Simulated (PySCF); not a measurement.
# Worked example: chemical shift, span and skew from a shielding tensor

SiH3Cl, SMILES [SiH3]Cl. Atoms are numbered in the order given.

```xyz
5

Si     0.0000     0.0000    -0.9919
Cl     0.0000     0.0000     1.0744
H      1.2122     0.6999    -1.4596
H     -1.2122     0.6999    -1.4596
H      0.0000    -1.3997    -1.4596
```
Charge 0, spin multiplicity 1.

The structure is a stationary point at B3LYP-D3(BJ)/def2-TZVP. The isomer is the one that the SMILES or the coordinates give; other isomers of the formula were not compared.

GIAO shieldings from HF/pcSseg-2 (PySCF), non-relativistic, no solvent. The symmetric part of the tensor of Si1 has the principal values 400.6, 400.6, 466.3 ppm. The same nucleus in TMS has σ = 383.2 ppm at this level (PySCF, at its B3LYP-D3(BJ)/def2-TZVP geometry). Without spin–orbit terms, shifts of atoms bonded to Cl or Br come out too high.

Problem. Work out the isotropic shielding, the ²⁹Si shift against TMS, the span and the skew.

Solution. 
σ(iso) = (σ11 + σ22 + σ33)/3 = 422.5 ppm. δ = σ(ref) − σ(iso) = 383.2 − (422.5) = -39.3 ppm.
Span Ω = σ33 − σ11 = 65.7 ppm. Skew κ = 3(σ(iso) − σ22)/Ω = 1.00, an axial tensor. Tumbling in solution averages the tensor to δ; in a static solid the shielding alone would spread this spin-1/2 line over Ω.
